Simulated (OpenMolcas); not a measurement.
S: Slater's ratio, the spin-orbit constant, thermal populations, worked from levels

| Property | Result |
| --- | --- |
| Program | OpenMolcas 26.06 |
| Basis | ANO-RCC-VTZP [5s4p2d1f] |
| Scalar Hamiltonian | DKH2, point nucleus |
| Active space | 4 electrons in 3 orbitals (3p) |
| State averaging | 2S+1 = 3 even, 3 roots; 2S+1 = 1 even, 6 roots |
| Spin-orbit coupling | state interaction with AMFI integrals over the reference wave functions, term energies averaged over their components |

Methods: CASSCF; SS-CASPT2, IPEA 0.25 Eh, imaginary shift 0.1 Eh (closed shells correlated: 2s 2p 3s). Measured levels: NIST Handbook of Basic Atomic Spectroscopic Data.

**Slater's ratio.** With one set of orbitals, p4 has 1D - 3P = 6 F2 and 1S - 1D = 9 F2 (F2 = F²/25), a ratio of 3/2. Term energies are centres of gravity, weighted by 2J + 1.

```csv
Source,1D - 3P,1S - 3P,F2 from the first,Ratio
CASSCF,11561,28735,1927,1.486
SS-CASPT2,9402,23456,1567,1.495
measured,9043,21984,1507,1.431
```

Energies in cm-1. A ratio away from 3/2 shows effects beyond one configuration with one set of orbitals, and in heavier atoms second-order spin-orbit shifts.

**The spin-orbit constant.** For the Hund term 3P of p4, E(J) = (A/2) J(J+1) + constant and ζ = -2S·A = -2A. From J = 0 to J = 2 the energy changes by 3 A.

| Source | E(2) - E(0) | A | ζ |
| --- | --- | --- | --- |
| CASSCF | -539.0 | -179.7 | 359 |
| SS-CASPT2 | -538.2 | -179.4 | 359 |
| measured | -573.6 | -191.2 | 382 |

All in cm-1. SS-CASPT2 is off by -6.2 % and CASSCF by -6.0 %. Both methods take the spin-orbit matrix elements from the reference wave functions, so the second can move ζ only through the term energies and any multistate remixing. Second-order mixing with other terms is absorbed into this ζ.

**Thermal populations.** Z = Σ (2J + 1) exp(-E/kT) with k = 0.695035 cm-1/K, over the levels below. No other level of either list lies under 52600 cm-1, which is above 7 kT at each temperature.

```json
{"Level": "3s2 3p4 3P2", "2J + 1": "5", "SS-CASPT2": "0.0", "measured": "0.0"}
{"Level": "3s2 3p4 3P1", "2J + 1": "3", "SS-CASPT2": "369", "measured": "396"}
{"Level": "3s2 3p4 3P0", "2J + 1": "1", "SS-CASPT2": "538", "measured": "574"}
{"Level": "3s2 3p4 1D2", "2J + 1": "5", "SS-CASPT2": "9580", "measured": "9239"}
{"Level": "3s2 3p4 1S0", "2J + 1": "1", "SS-CASPT2": "23640", "measured": "22180"}
```

```json
{"T (K)": "3000", "Z, SS-CASPT2": "8.337", "Z, measured levels": "8.300", "Ground level (%), SS-CASPT2": "60.0", "Ground level (%), measured levels": "60.2"}
{"T (K)": "5000", "Z, SS-CASPT2": "8.873", "Z, measured levels": "8.877", "Ground level (%), SS-CASPT2": "56.4", "Ground level (%), measured levels": "56.3"}
{"T (K)": "8000", "Z, SS-CASPT2": "9.622", "Z, measured levels": "9.663", "Ground level (%), SS-CASPT2": "52.0", "Ground level (%), measured levels": "51.7"}
```

At 8000 K, kT = 5560 cm-1, and the computed levels give Z = 5.000 + 2.807 + 0.908 + 0.893 + 0.014 = 9.622.

CASPT2 does not keep the components of a term degenerate, so their means are used; among the terms shown or strongly mixed into the levels shown the widest spread is 150 cm-1 (3s2 3p4 1D, SS-CASPT2). With the s shell closed, the reference lacks s² → p² mixing. Without dynamic correlation excited terms often stand tens of per cent too high (terms of higher spin than the ground term too low), and those without a measured partner can miss by more than the paired ones (holds for CASSCF). Computed and measured levels are paired by configuration, term and J; levels that our copy of the source lacks, or whose pairing is in doubt (as where it misses far off the trend of its configuration), stay unpaired and out of the deviations. Only configurations of the active space appear.
